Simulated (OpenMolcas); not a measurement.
Levels of neutral zirconium by method

```
Program             : OpenMolcas
Basis               : ANO-R1 [6s4p3d1f]
Scalar Hamiltonian  : X2C, finite nucleus
Active space        : 4 electrons in 6 orbitals (4d 5s)
State averaging     : 2S+1 = 5 even, 15 roots (10 in the spin-orbit step); 2S+1 = 3 even, 90 roots (48 in the spin-orbit step); 2S+1 = 1 even, 77 roots (37 in the spin-orbit step)
Spin-orbit coupling : RASSI with atomic mean-field integrals over the reference wave functions, term energies averaged over their components
```

Methods on the same reference wave functions:
A. CASSCF
B. SS-CASPT2, IPEA 0.25 Eh, imaginary shift 0.1 Eh (closed shells correlated: 4s 4p)
C. MS-CASPT2, IPEA 0.25 Eh, imaginary shift 0.1 Eh (closed shells correlated: 4s 4p)

Energies in cm⁻¹ above 4d² 5s² ³F₂, the measured ground level; measured values from NIST Handbook of Basic Atomic Spectroscopic Data.

| Level | A | B | C | Measured |
| --- | --- | --- | --- | --- |
| 4d³ 5s ⁵F₁ | -2857 | 4590 | 4610 | 4871 |
| 4d³ 5s ⁵F₂ | -2694 | 4760 | 4770 | 5023 |
| 4d³ 5s ⁵F₃ | -2453 | 5000 | 5020 | 5249 |
| 4d³ 5s ⁵F₄ | -2141 | 5310 | 5330 | 5541 |
| 4d³ 5s ⁵F₅ | -1763 | 5690 | 5700 | 5889 |
| 4d² 5s² ³F₂ | 0.0 | 0.0 | 0.0 | 0.0 |
| 4d² 5s² ³F₃ | 465 | 469 | 471 | 570 |
| 4d² 5s² ³F₄ | 1026 | 1032 | 1029 | 1241 |
| 4d³ 5s ³P₀(1) | 1989 | 3360 | 1798 |  |
| 4d³ 5s ³P₁(1) | 2116 | 3500 | 1946 |  |
| 4d² 5s² ¹D₂ [56 %] | 4488 | 4260 | 4030 | 5102 |
| 4d³ 5s ⁵P₁ | 5431 | 12360 | 12360 | 10885 |
| 4d³ 5s ⁵P₂ | 5602 | 12500 | 12500 | 11017 |
| 4d³ 5s ⁵P₃ | 5799 | 12750 | 12760 | 11258 |
| 4d² 5s² ¹G₄ | 7497 | 8720 | 7230 | 8057 |
| 4d³ 5s ³G₃ | 8419 | 13670 | 13690 |  |
| 4d³ 5s ³G₄ | 8574 | 13860 | 13870 |  |
| 4d³ 5s ³G₅ | 8832 | 14010 | 14030 | 12773 |
| 4d³ 5s ³F₂ | 9035 | 12220 | 12250 | 11641 |
| 4d³ 5s ³F₃ | 9431 | 12540 | 12570 |  |
| 4d³ 5s ³F₄ | 9959 | 13020 | 13040 |  |
| 4d³ 5s ³H₄ | 11302 | 17110 | 17130 |  |
| 4d³ 5s ³D₁ | 11747 | 16100 | 16100 | 14123 |
| 4d³ 5s ³D₂ | 11962 | 16300 | 16310 | 14349 |

A puts 4d³ 5s ⁵F₁ lowest.

Deviations, from unrounded energies. A percentage is the sum of absolute deviations over the sum of measured energies, with the sign that they share, or ± where signs differ.

```csv
Against measurement,Levels,A,B,C
mean absolute deviation (cm-1),16,4200,830,850
fine structure of the ground term (%),2,-17.7,-17.1,-17.2
other terms of the ground configuration (%),2,-8.9,±11.4,-14.4
other configurations (%),12,-58.7,±10.1,±10.1
```

B, C lie about equally close to measurement and A furthest from it. The largest miss of B in the table is 4d³ 5s ³D₁, by +2000 cm-1. The ranking rests on the paired levels alone, and a cruder setting can come out closer through cancelling errors.

Between B and C the level of the table that moves most is 4d³ 5s ³P₀(1), by 1600 cm-1 (lowest in C, highest in B). Moves below CASPT2's spread within the term are not significant.

The mean deviations of B to C differ by less than CASPT2's widest spread within a term (1900 cm-1), so their order carries little weight.

From A to B the spin-free energies of the other terms of 4d² 5s² shown, above ³F, scale by factors of 0.86 to 1.17.

The lowest spin-free term lies below A's lowest term by 0.162 hartree in B, 0.162 hartree in C.

CASPT2 does not keep the components of a term degenerate, so their means are used; among the terms shown or strongly mixed into the levels shown the widest spread is 1900 cm-1 (4d² 5s² ³F, C). Over all roots computed the reference weight is 0.86 to 0.93 in B, 0.86 to 0.93 in C; the roots of lowest weight are the least certain, and an intruder state may touch them. Some high roots are left out of the spin-orbit mixing, which shifts the levels that they would mix with. Configurations are named by rounded mean occupations; where the s occupation lies near a half they are strongly mixed, a name can repeat and a true partner stay unpaired. A single d shell beside an s shell can misplace configurations of different d count against each other. The CASPT2 spread within a term exceeds the gap to the next term for 4d³ 5s ⁵P and 4d³ 5s ³F, 4d³ 5s ³F and 4d³ 5s ³G, so the order of their levels is uncertain, and so are names and mixing where such terms share a J (figures for B; the like holds for C). Without dynamic correlation excited terms often stand tens of per cent too high (terms of higher spin than the ground term too low), and those without a measured partner can miss by more than the paired ones (holds for A). The lowest computed level is not the ground level that NIST lists (3F2) (holds for A). Some levels mix across a computed gap that differs much from the measured one, so their mixing is not that of the real levels (holds for B; C). Some terms miss by over 15 % even with CASPT2, which points to a basis or an active space too small for the shells correlated (holds for B; C). Measured partners are found by configuration, term and J. A level has none where our copy of the source lacks it or the pairing is in doubt (some pairs that miss far off the trend of their configuration count as doubtful), and it then counts in no deviation. Only configurations of the active space appear. Levels that lie high or do not pair safely by name in every column are left out.

A share in square brackets marks a mixed level and gives the weight of the term that names it, the lowest over the columns. A number in round brackets counts repeated terms of one configuration in the order of the reference energies.
